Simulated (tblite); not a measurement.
Species: C₅H₁₀FGaO.
Atom-mapped SMILES: `[F:1][C@@H:2]1[GaH2-:3][O+:4]2[CH2:5][CH2:6][C@@H:7]1[CH2:8]2` (hydrogens: H9 on C2; H10, H11 on Ga3; H12, H13 on C5; H14, H15 on C6; H16 on C7; H17, H18 on C8)

Computed with GFN2-xTB (tblite), gas phase: L-BFGS steps from a force-field or distance-geometry start until the largest atomic force falls under 0.01 eV/Å.

Step 45: E = -702.2285 eV
```
atom  x, y, z in Å  |  force x, y, z in eV/Å
F1      0.8919    1.3422    2.0745   -0.043  -0.048  -0.068
C2      0.2303    0.1888    1.5356   -0.030   0.044   0.053
Ga3     1.8724   -0.5217    0.5275    0.040   0.005   0.008
O4      0.6377   -0.0275   -1.2201    0.002   0.000   0.029
C5     -0.4318   -0.9814   -1.2362   -0.001   0.027  -0.005
C6     -1.4484   -0.5229   -0.1749    0.023  -0.046   0.017
C7     -0.7531    0.6785    0.4712   -0.004  -0.007   0.006
C8      0.0831    1.1792   -0.7013    0.001   0.006  -0.006
H9     -0.3088   -0.2367    2.3896    0.010  -0.010  -0.022
H10     3.0369    0.5030    0.4575   -0.040  -0.026  -0.025
H11     2.1690   -2.0273    0.2144   -0.014  -0.014   0.005
H12    -0.8754   -1.0045   -2.2383    0.033   0.041  -0.017
H13     0.0013   -1.9632   -1.0160   -0.025   0.019   0.003
H14    -1.6516   -1.3102    0.5478    0.001  -0.030   0.059
H15    -2.3902   -0.2221   -0.6352    0.029   0.004  -0.022
H16    -1.4549    1.4267    0.8463    0.022   0.018   0.036
H17    -0.5234    1.6788   -1.4646   -0.009  -0.013  -0.053
H18     0.9064    1.8264   -0.3895    0.005   0.029   0.001
```

Step 46: E = -702.2297 eV
```
atom  x, y, z in Å  |  force x, y, z in eV/Å
F1      0.8879    1.3512    2.0721   -0.042  -0.068  -0.070
C2      0.2307    0.1947    1.5346   -0.029   0.051   0.071
Ga3     1.8705   -0.5240    0.5293    0.036  -0.015   0.000
O4      0.6384   -0.0248   -1.2201    0.018  -0.017   0.041
C5     -0.4309   -0.9786   -1.2385    0.010   0.024  -0.011
C6     -1.4449   -0.5272   -0.1713    0.029  -0.043   0.000
C7     -0.7542    0.6796    0.4699   -0.005  -0.013   0.010
C8      0.0820    1.1808   -0.7024    0.001   0.004  -0.005
H9     -0.3064   -0.2335    2.3887    0.007   0.002  -0.018
H10     3.0418    0.4924    0.4638   -0.035  -0.023  -0.029
H11     2.1537   -2.0348    0.2142   -0.012   0.016   0.012
H12    -0.8755   -0.9915   -2.2408    0.028   0.014   0.002
H13     0.0034   -1.9611   -1.0229   -0.035   0.026  -0.023
H14    -1.6367   -1.3162    0.5536   -0.002  -0.011   0.044
H15    -2.3909   -0.2339   -0.6276    0.021   0.001  -0.012
H16    -1.4586    1.4265    0.8428    0.023   0.018   0.040
H17    -0.5236    1.6779   -1.4677   -0.016  -0.001  -0.050
H18     0.9045    1.8286   -0.3895    0.002   0.035  -0.001
```

Step 47: E = -702.2309 eV
```
atom  x, y, z in Å  |  force x, y, z in eV/Å
F1      0.8867    1.3614    2.0633   -0.034  -0.071  -0.053
C2      0.2294    0.2017    1.5351   -0.019   0.033   0.079
Ga3     1.8684   -0.5290    0.5337    0.014  -0.030  -0.004
O4      0.6405   -0.0233   -1.2172    0.030  -0.031   0.043
C5     -0.4305   -0.9745   -1.2424    0.019   0.011  -0.016
C6     -1.4409   -0.5335   -0.1670    0.025  -0.025  -0.015
C7     -0.7560    0.6799    0.4687   -0.006  -0.014   0.013
C8      0.0812    1.1817   -0.7031   -0.001   0.001  -0.002
H9     -0.3062   -0.2237    2.3922    0.012   0.018  -0.025
H10     3.0443    0.4806    0.4734   -0.023  -0.015  -0.032
H11     2.1428   -2.0429    0.2120   -0.017   0.041   0.022
H12    -0.8763   -0.9713   -2.2451    0.028  -0.014   0.033
H13     0.0028   -1.9599   -1.0359   -0.043   0.036  -0.052
H14    -1.6191   -1.3244    0.5610   -0.001   0.018   0.012
H15    -2.3919   -0.2483   -0.6182    0.019  -0.012   0.004
H16    -1.4627    1.4262    0.8390    0.021   0.013   0.038
H17    -0.5235    1.6748   -1.4722   -0.011   0.005  -0.033
H18     0.9024    1.8307   -0.3887   -0.012   0.036  -0.009
```

Q: Estimate the geometry and energy of step 48. (The exact step hangs on the optimiser's Hessian estimate; all steps are aligned on step 47, rigid shifts and turns removed.)

A: E = -702.2319 eV, largest force 0.074 eV/Å
```
atom  x, y, z in Å  |  force x, y, z in eV/Å
F1      0.8838    1.3669    2.0564    0.000  -0.022  -0.015
C2      0.2279    0.2070    1.5362    0.007  -0.011   0.017
Ga3     1.8670   -0.5334    0.5365   -0.015  -0.027   0.002
O4      0.6430   -0.0228   -1.2134    0.032  -0.025   0.034
C5     -0.4295   -0.9711   -1.2448    0.020   0.007  -0.002
C6     -1.4379   -0.5383   -0.1641    0.021   0.007  -0.018
C7     -0.7577    0.6800    0.4680   -0.001  -0.009   0.013
C8      0.0806    1.1825   -0.7037   -0.003  -0.005   0.002
H9     -0.3061   -0.2164    2.3935   -0.012   0.008   0.010
H10     3.0458    0.4710    0.4779   -0.013  -0.004  -0.031
H11     2.1362   -2.0476    0.2106   -0.019   0.043   0.025
H12    -0.8756   -0.9563   -2.2469    0.017  -0.029   0.028
H13     0.0014   -1.9580   -1.0452   -0.033   0.014  -0.065
H14    -1.6072   -1.3297    0.5667    0.002   0.034  -0.014
H15    -2.3920   -0.2582   -0.6121    0.011  -0.022   0.012
H16    -1.4649    1.4262    0.8374    0.012   0.007   0.030
H17    -0.5242    1.6715   -1.4763    0.004   0.003  -0.011
H18     0.9007    1.8332   -0.3884   -0.029   0.033  -0.017
```

The energy changes by -0.0010 eV. The first-order estimate −F·Δx gives -0.0015 eV and the mean of the old and new forces, exact on a quadratic surface, -0.0010 eV. The step makes an angle of 78° with the force vector and moves no atom by more than 0.015 Å.

What follows is the cost of the whole relaxation. Hardware: an Arm Neoverse N1 with one thread, no GPU, shared host with 64 logical CPUs at a one-minute load of 58. Cost: 0.89 s of wall time.
